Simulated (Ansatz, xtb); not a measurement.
## Relative energy of two isomers of C3H8GeSi

We compare I, `[SiH3]CC#[C][GeH3]`, a singlet, with II, `[SiH3]C#C[CH2][GeH3]`, a singlet. Both are isolated molecules in the gas phase, relaxed with PBE0-D3(BJ)/def2-SVP.

Quicker runs give these differences E(II) − E(I): GFN2-xTB −0.1 kJ/mol; HF/STO-3G +13.2 kJ/mol (at GFN2-xTB geometries); r2SCAN-D4/def2-SVP −10.2 kJ/mol (at GFN2-xTB geometries).

Estimate E(II) − E(I) at the level CCSD(T)/def2-SVP + ΔMP2/def2-TZVPP.

Calculated at CCSD(T)/def2-SVP + ΔMP2/def2-TZVPP: E(II) − E(I) = −10.0 kJ/mol, so structure II lies lower.

How the difference moves with the method:

| level | geometry | E(II) − E(I) (kJ/mol) | departure from the last row (kJ/mol) | job, with rough time for the two |
| --- | --- | --- | --- | --- |
| GFN2-xTB | GFN2-xTB | −0.1 | +10.0 | optimisation, 0.12 s |
| HF/STO-3G | GFN2-xTB | +13.2 | +23.3 | single point, 0.64 s |
| r2SCAN-D4/def2-SVP | GFN2-xTB | −10.2 | −0.2 | single point, 5.6 s |
| PBE0-D3(BJ)/def2-SVP | PBE0-D3(BJ)/def2-SVP | −9.6 | +0.5 | optimisation, 59 s |
| HF/def2-SVP | PBE0-D3(BJ)/def2-SVP | −7.7 | +2.3 | part of the CCSD(T) run |
| MP2/def2-SVP | PBE0-D3(BJ)/def2-SVP | −8.3 | +1.8 | part of the CCSD(T) run |
| CCSD(T)/def2-SVP | PBE0-D3(BJ)/def2-SVP | −7.5 | +2.6 | single point |
| CCSD(T)/def2-SVP + ΔMP2/def2-TZVPP | PBE0-D3(BJ)/def2-SVP | −10.0 |  | single point, 90 s |

As drawn, both hold the same kinds of bond in the same numbers.

HF/STO-3G puts the two in the other order. GFN2-xTB finds them nearly level. The largest departure from CCSD(T)/def2-SVP + ΔMP2/def2-TZVPP is that of HF/STO-3G, 23.3 kJ/mol. A small imaginary or near-zero mode remains, so no thermal terms are given. The last row adds to CCSD(T) the change of the MP2 difference between the two basis sets, here −2.6 kJ/mol.

The correlated steps freeze 17 core orbitals; the filled d shell of Ge is correlated, in a basis made for valence electrons. Codes used: Ansatz 0.2.0, xtb 6.7.1; the last row on 2 threads of Arm Neoverse V2 on a shared host.
